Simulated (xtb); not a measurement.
In(F)(Cl)(NH2) (ClFH₂InN), SMILES [NH2][In]([F])[Cl]. All values are semi-empirical tight-binding results from xtb (GFN2-xTB unless named), good for trends rather than for accurate numbers. Coordinates come from a GFN2-xTB optimisation. One conformer was computed; it need not be the lowest.

For metal compounds this method's bond lengths and energies can be far off.

```json
{
 "orbital_gap": "2.70 eV",
 "zero_point_energy": "15.8 kcal/mol",
 "G − E(el) at 298.15 K (modified RRHO)": "-4.9 kcal/mol"
}
```
